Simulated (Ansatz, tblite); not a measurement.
Cost and result up the ladder for W₃Se₅ (8 atoms). Charge 0, multiplicity 1. Geometry: PBE-D4/def2-SVP.

```xyz
8

W    -0.4096    1.4146    0.5553
W     0.1051   -0.8398    0.8097
W     0.2922   -0.4591   -1.4775
Se   -1.2981   -2.2010   -1.0723
Se    1.4196    1.1647    2.0783
Se    2.3523   -1.3311   -0.6256
Se   -0.2346    1.9669   -1.8945
Se   -2.2268    0.2849    1.6267
```

Ansatz on 4 threads of Arm Neoverse V1 on a shared host; xTB runs through tblite on one thread. Times are rough, summed over both states, and most runs start from the orbitals of an earlier one. No level here is sound enough to serve as a yardstick. The other state is a doublet.

In the def2 sets W takes a core potential; there is no spin–orbit coupling. The xTB rows come from tblite. The structure comes from a short search, and lower isomers may exist.

Raw xTB energies of ions are shifted by several eV.

```json
{"level": "GFN1-xTB", "functions": "72", "wall time": "0.039 s", "vertical IE (eV)": "12.63", "remarks": "–"}
{"level": "GFN2-xTB", "functions": "72", "wall time": "0.095 s", "vertical IE (eV)": "13.05", "remarks": "–"}
{"level": "PBE-D4/def2-SVP", "functions": "256", "wall time": "54 s", "vertical IE (eV)": "7.81", "remarks": "restricted SCF unstable in HF (singlet)"}
{"level": "PBE0-D4/def2-SVP", "functions": "256", "wall time": "2.3 min", "vertical IE (eV)": "8.00", "remarks": "restricted SCF unstable in HF (singlet)"}
```
